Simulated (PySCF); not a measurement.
Löwdin shares of the frontier orbitals

Compound: TiH4 (singlet state).
Structure used (PBE0-D3(BJ)/def2-SVP), in Å, numbered top down from 1:
```
atom  x, y, z in Å
Ti1   -0.0001   -0.0001    0.0001
H2     0.0115   -0.0170    1.6848
H3     1.5845    0.0101   -0.5716
H4    -0.8019    1.3789   -0.5423
H5    -0.7940   -1.3720   -0.5710
```

Theory: PySCF, TDDFT wB97X-D/def2-SVPD, vertical, gas phase, core orbitals frozen in the response.

Kohn–Sham orbitals with the atoms that hold most of them (Löwdin shares over 4%, at most four atoms):

```tsv
orbital	ε (eV)	atoms
LUMO+2	-0.60	Ti1 76%, H2 8%, H5 6%, H4 5%
LUMO+1	-1.03	Ti1 90%
LUMO	-1.03	Ti1 90%
HOMO	-10.86	Ti1 52%, H2 30%, H5 15%
HOMO-1	-10.86	Ti1 52%, H4 32%, H5 14%
HOMO-2	-10.86	Ti1 52%, H3 35%, H5 7%, H2 6%
HOMO-3	-11.49	Ti1 30%, H3 17%, H5 17%, H4 17%
```

Within 0.005 eV of a neighbour in this list lie HOMO-2/HOMO-1/HOMO and LUMO/LUMO+1 (point group found: Td); within a degenerate set the shares of single atoms can hang on how the components are chosen.

(1) How does S1 compare with the orbital gap of 9.83 eV?

## Answers

(1) S1 is at 3.35 eV (f = 0.0000), 6.48 eV below the gap, made of HOMO-2/HOMO-1/HOMO→LUMO/LUMO+1 (≥94%). S1/S2/S3 lie within about 0.01 eV of each other. 

For S1 the Löwdin share of titanium is 52% in HOMO-2 and 90% in LUMO.

Next come S2 at 3.35 eV (f 0.0000), HOMO-2/HOMO-1/HOMO→LUMO/LUMO+1 (≥89%); S3 at 3.36 eV (f 0.0000), HOMO-2/HOMO-1/HOMO→LUMO/LUMO+1 (≥84%); S4 at 3.69 eV (f 0.0011), HOMO-2/HOMO-1/HOMO→LUMO/LUMO+1 (≥88%); S5 at 3.69 eV (f 0.0011), HOMO-2/HOMO-1/HOMO→LUMO/LUMO+1 (≥84%).

Orbitals of the list HOMO-3 to LUMO+2 that lie within 0.01 eV of each other are written together with a slash and their weights summed (≥ marks a lower bound); for degenerate orbitals outside that list single weights are arbitrary.

Löwdin shares depend on the basis, the more so with diffuse functions.
